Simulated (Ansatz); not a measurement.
```yaml
crystal:
  periodic: [false, false, false]
  atoms:
    - {symbol: W, position_ang: [1.037066, 1.109527, -0.123309]}
    - {symbol: W, position_ang: [-0.135657, -0.094807, -1.846079]}
    - {symbol: W, position_ang: [1.079094, -0.375716, 1.828137]}
    - {symbol: W, position_ang: [-1.200201, -0.448872, 0.824485]}
    - {symbol: W, position_ang: [-1.372170, 1.562560, -0.568531]}
    - {symbol: W, position_ang: [0.591869, -1.752693, -0.114703]}
basis:
  gaussian: {orbitals: def2-TZVP, initial_orbitals: start.molden}
total_charge: 1
magnetization: {spin_polarized: true, initial_magnetization: 1}
hamiltonian: {xc: {name: wB97M-V}}
scf: {omitted_lower_state_checks: [starts]}
output: {orbitals: {seedname: orbitals}}
```

The file start.molden holds the orbitals of an earlier run on this structure, at another level or in another basis.

```sh
$ ansatz run in.yaml --threads 4 --pin off --events-out ev --progress --plain --max-ram 4787MiB
```

Question: Does this run fit into the memory that it is given?

Answer: No. It has 240 basis functions, and Ansatz plans for 4.85 GiB where 4.67 GiB are given.
